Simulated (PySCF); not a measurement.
A small calculation by hand: entropy of an ideal gas

CH4Cl2OSi, SMILES Cl[Si](O)(C)Cl.

Coordinates come from a PBE-D3(BJ)/def2-SVP optimisation. One conformer was computed; it need not be the lowest.

PBE-D3(BJ)/def2-SVP (PySCF 2.14.0) gives the harmonic wavenumbers 130, 150, 162, 223, 228, 269, 301, 466, 559, 724, 750, 785, 836, 919, 1226, 1374, 1375, 2989, 3095, 3101, 3761 cm⁻¹ and the rotational temperatures 0.1250, 0.0897, 0.0754 K. The molar mass is 131.03 g/mol, the symmetry number 1, the spin multiplicity 1.

Task: Work out the entropy at 298.15 K and 1 atm in the rigid-rotor, harmonic-oscillator model.

Result: 
Translation (Sackur–Tetrode at 1 atm): S = R[1.5 ln M + 2.5 ln T − 1.16487] = 169.6 J/(mol K).
Rotation: q = (√π/σ) T^1.5/√(θA θB θC) = 314000, S = R[ln q + 3/2] = 117.7 J/(mol K).
Vibration: with u = 1.4388 ν/T, each mode gives R[u/(e^u − 1) − ln(1 − e^−u)]:
| ν (cm⁻¹) | modes | u | S (J/(mol K)) |
|---|---|---|---|
| 130 | 1 | 0.63 | 12.33 |
| 150 | 1 | 0.72 | 11.18 |
| 162 | 1 | 0.78 | 10.57 |
| 223 | 1 | 1.08 | 8.09 |
| 228 | 1 | 1.10 | 7.93 |
| 269 | 1 | 1.30 | 6.71 |
| 301 | 1 | 1.45 | 5.91 |
| 466 | 1 | 2.25 | 3.13 |
| 559 | 1 | 2.70 | 2.20 |
| 724 | 1 | 3.49 | 1.17 |
| 750 | 1 | 3.62 | 1.05 |
| 785 | 1 | 3.79 | 0.92 |
| 836 | 1 | 4.03 | 0.75 |
| 919 | 1 | 4.43 | 0.54 |
| 1226 | 1 | 5.92 | 0.16 |
| 1374 | 1 | 6.63 | 0.08 |
| 1375 | 1 | 6.64 | 0.08 |
The stiffer modes add less than 0.005 each. Sum 72.8 J/(mol K).
Spin: R ln 1 = 0.0 J/(mol K).
Total 360.1 J/(mol K); the program's own thermochemistry gives 360.1. Translation makes up 47 % and vibration 20 %. Anharmonicity, hindered rotation and orbital degeneracy are left out.
